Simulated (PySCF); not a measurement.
# Reading the logs of faulty runs: ClGe2H4O cation

Calculated results; nothing here was measured. The program is PySCF 2.14.0, an open-source quantum chemistry code, run on an isolated molecule that a program drew, which may never have been made. The molecule is ClGe2H4O cation (charge +1, singlet), drawn as the SMILES string `[Cl][GeH2][O][GeH2+]`.

Each row is a Hartree-Fock (HF) and frozen-core CCSD(T) single point in the cc-pV(D+d)Z basis, meant for a local HF minimum. Run 1 is clean. Each other run has one planted mistake out of seven kinds, and not every kind appears here: one electron removed, one electron added, multiplicity raised by two, geometry at a saddle point, minimal basis STO-3G, one bond length entered in bohr, all coordinates scaled. The reference is restricted for singlets and unrestricted otherwise, and also for a bond in bohr. Adding or removing an electron swaps singlet and doublet. Electrons count all cores. HOMO and LUMO are orbital energies over both spins, the gradient is its largest component, and the lowest frequency (negative if imaginary) is given only where the gradient is small. Bond lengths are over the 7 bonds as drawn. T1 is the CCSD diagnostic: over 0.02 (restricted) or 0.045 (unrestricted) a single reference is doubtful. Germanium has the cc-pVDZ-PP basis, with a core potential (ECP10MDF) in place of its 10 inner electrons, and its 3s, 3p and 3d shells are frozen in CCSD(T).

Geometry of the clean run:
```xyz
8
ClGe2H4O cation, angstrom
Cl   -1.4194    3.4905   -1.1921
Ge   -2.0201    1.4528   -1.4304
O    -0.6762    0.5405   -0.5492
Ge    0.7534    0.6992    0.3090
H    -1.8972    1.0144   -2.8667
H    -3.2644    1.1560   -0.6344
H     1.3193    2.0740    0.5587
H     1.3657   -0.5968    0.7703
```

| run | electrons | basis functions | <S^2> | HOMO (eV) | LUMO (eV) | gradient (hartree/bohr) | lowest frequency (cm^-1) | mean bond (Å) | longest bond (Å) | T1 | HF (hartree) | CCSD(T) (hartree) | mistake |
|---|---|---|---|---|---|---|---|---|---|---|---|---|---|
| 1 | 92 | 103 | 0.000 | -16.22 | -4.96 | 3.3e-05 | 63 | 1.6696 | 2.138 | 0.0181 | -1123.25044 | -1123.80001 | no fault |
| 2 | 93 | 103 | 0.768 | -6.43 | 2.68 | 8.1e-02 | - | 1.6696 | 2.138 | 0.0141 | -1123.45887 | -1124.01562 | one electron added |
| 3 | 92 | 103 | 0.000 | -16.58 | -4.79 | 1.1e-01 | - | 1.5194 | 1.945 | 0.0136 | -1123.15723 | -1123.68804 | all coordinates scaled |
| 4 | 91 | 103 | 0.760 | -22.87 | -13.09 | 9.2e-02 | - | 1.6696 | 2.138 | 0.0296 | -1122.71211 | -1123.23647 | ? |

**Which mistake was planted in run 4, and what did it cost?**

It counts 91 electrons, one fewer than the clean run, at the same geometry and basis. So the mistake is: one electron removed. Subtracting run 1 and multiplying by 627.51 kcal/mol a hartree, the energy moved by 337.8 kcal/mol in HF and 353.6 kcal/mol in CCSD(T).

